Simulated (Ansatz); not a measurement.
Be13O13, a nanocrystal cut from zinc blende BeO (bare) was relaxed with PBE-D4 (def2-SVP) in Ansatz in these states: charge -1 doublet, neutral singlet. The geometries follow in no particular order.

A:

Cartesian coordinates in Å:
```
O -1.6465 1.0685 0.6558
O -2.2697 -1.4974 1.0834
O -3.2895 -0.2133 -1.1299
O -0.7223 0.3682 -1.9041
O -1.3744 -2.1762 -1.3943
O -0.5455 -0.0984 2.7998
O 0.0390 2.5406 2.2766
O 0.9065 1.8095 -0.1667
O 1.9364 0.5743 1.9675
O 0.4830 -1.4131 0.5609
O 1.2340 -1.4469 -2.1288
O 2.7899 -0.0728 -0.3982
O 1.8092 1.1996 -2.6300
Be -2.7174 -0.0246 0.2281
Be -0.9138 1.4421 2.0436
Be -1.5872 -0.9271 2.2377
Be -0.5355 1.2785 -0.5439
Be -1.0231 -1.8445 0.1354
Be -1.9961 -0.5730 -1.7681
Be 0.7466 0.1825 -2.5495
Be -0.0547 -2.0886 -2.0068
Be 0.7485 -0.4132 1.8558
Be 1.1296 1.9359 1.4255
Be 2.0561 1.2341 -1.1410
Be 3.1662 0.2379 1.0779
Be 1.6307 -1.0828 -0.5869
```

B:

```tsv
atom	x (Å)	y (Å)	z (Å)
O1	1.7510	0.0281	1.0290
O2	0.2682	-1.8557	2.2029
O3	0.4298	0.6427	3.3436
O4	-0.4755	1.7072	0.9924
O5	-1.9037	-0.2178	2.1673
O6	1.6526	-2.3701	-0.1391
O7	3.1629	-0.3729	-1.2790
O8	0.9193	1.1893	-1.3661
O9	0.8413	-1.2376	-2.4755
O10	-0.9150	-1.2193	-0.2730
O11	-2.7294	0.9347	-0.2110
O12	-1.3690	0.4293	-2.5118
O13	-1.2005	2.9178	-1.3506
Be14	1.0980	-0.3221	2.4483
Be15	2.5601	-0.8654	-0.0248
Be16	1.0929	-2.5002	1.1953
Be17	0.8669	1.1551	0.2590
Be18	-0.9436	-1.2212	1.3808
Be19	-0.6624	1.0056	2.4194
Be20	-1.5346	2.2227	-0.0920
Be21	-2.7286	0.3819	1.1326
Be22	0.4692	-1.7458	-1.0092
Be23	1.9025	0.0529	-1.9186
Be24	-0.4317	1.8132	-1.9569
Be25	-0.3348	-0.5074	-2.9164
Be26	-1.7861	-0.0450	-1.0462
```

Judge from the bond lengths which geometry belongs to which state (an estimate).

A is the charge -1 doublet (O12–Be25 1.555 Å, O9–Be25 1.555 Å, O12–Be24 1.673 Å); B is the neutral singlet (O12–Be25 1.453 Å, O9–Be25 1.453 Å, O12–Be24 1.761 Å).
